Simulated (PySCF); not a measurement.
A structure optimised at PBE-D3(BJ)/def2-SVP, used in a PySCF frequency run:

```xyz
10

C      2.0768     0.7481    -0.8645
S      1.4257    -0.4348     0.3920
Si    -0.6321    -0.0745     0.1103
O     -0.9237     1.5554     0.1025
F     -1.4246    -0.8392     1.3024
F     -1.2412    -0.6829    -1.2754
H      1.6426     1.7530    -0.7107
H      1.8693     0.3910    -1.8907
H      3.1705     0.7883    -0.7081
H     -1.7215     1.8344    -0.3820
```

Task: Write its SMILES and formula.

Result: CS[Si](O)(F)F, CH4F2OSSi

Task: What are its rotational constants (standard atomic weights)?

Result: 3.1995, 1.7017, 1.5391 GHz
